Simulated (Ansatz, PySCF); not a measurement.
Pt(H2O)3 in two programs

Pt(H2O)3 (singlet), relaxed with PySCF 2.14.0, RKS r2SCAN, Pt def2-SVP with ECP60, O def2-SVP, H def2-SVP; non-relativistic Hamiltonian with scalar-relativistic core potentials where named; density fitting; no spin-orbit coupling:

```xyz
10

Pt    0.0000    0.0000    0.0000
O     2.3862    0.2869    0.0000
H     2.4573   -0.3052    0.7642
H     2.4573   -0.3052   -0.7642
O    -1.4416    1.9231    0.0000
H    -0.9643    2.2807    0.7642
H    -0.9643    2.2807   -0.7642
O    -0.9446   -2.2100    0.0000
H    -1.4930   -1.9754    0.7642
H    -1.4930   -1.9754   -0.7642
```

There the HOMO–LUMO gap is 1.29 eV. 

The same geometry by Ansatz 0.2.0 (PBE, PAW, a periodic box with 9 Å of vacuum):

```csv
spin-orbit coupling,gap (eV),largest force component (eV/Å)
without,0.87,0.24
```

(1) What does the run with spin-orbit coupling give?

The spin-orbit runs use fully relativistic datasets of their own, so changes of a few hundredths of an eV needn't come from the coupling.

No frequency check is given that shows the relaxed geometry to be a minimum.

The two programs differ in functional, so their gaps don't test each other.

Results:

(1) gap (eV): 0.55, largest force component (eV/Å): 0.27. It took 23 s on 2 threads of Arm Neoverse V2, with other jobs on the host, peak memory 2.2 GiB.
